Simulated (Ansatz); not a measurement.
C2H8NSb, SMILES `CC[NH][SbH2]` at its PBE0-D4/def2-TZVP geometry, where that method's forces vanish. Total charge 0; spin multiplicity 1. Sb takes the def2 core potential.

| atom | x (Å) | y (Å) | z (Å) |
| --- | --- | --- | --- |
| C1 | 1.172 | -1.052 | -0.783 |
| C2 | 0.079 | -0.061 | -0.437 |
| N3 | -0.056 | 0.086 | 1.002 |
| Sb4 | -1.515 | 1.281 | 1.746 |
| H5 | 0.970 | -2.024 | -0.327 |
| H6 | 2.144 | -0.704 | -0.422 |
| H7 | 1.250 | -1.184 | -1.865 |
| H8 | -0.880 | -0.422 | -0.824 |
| H9 | 0.273 | 0.896 | -0.947 |
| H10 | 0.835 | 0.301 | 1.432 |
| H11 | -1.517 | 2.463 | 0.487 |
| H12 | -2.755 | 0.421 | 0.937 |

(1) For each bond, give half the difference of the two atoms' forces along it (eV/Å; positive pushes the atoms apart) under PBE-D4, r2SCAN-D4, B3LYP-D4, ωB97M-V in def2-TZVPP. (Best estimate.)

Answers

(1) Ansatz gave: 
```tsv
bond	length (Å)	PBE-D4	r2SCAN-D4	B3LYP-D4	ωB97M-V
C1–C2	1.516	0.00	0.09	0.15	0.15
C1–H5	1.092	0.10	-0.04	-0.06	-0.07
C1–H6	1.094	0.10	-0.03	-0.06	-0.07
C1–H7	1.093	0.10	-0.03	-0.07	-0.09
C2–N3	1.453	0.04	0.16	0.16	0.25
C2–H8	1.095	0.11	-0.06	-0.12	-0.12
C2–H9	1.102	0.10	-0.06	-0.10	-0.13
N3–Sb4	2.027	0.30	0.11	0.23	-0.10
N3–H10	1.013	0.23	0.00	-0.10	-0.08
Sb4–H11	1.727	0.24	0.04	0.08	-0.14
Sb4–H12	1.712	0.26	0.04	0.08	-0.16
```

B3LYP here is the variant with VWN-RPA as its local correlation; programs differ in this.
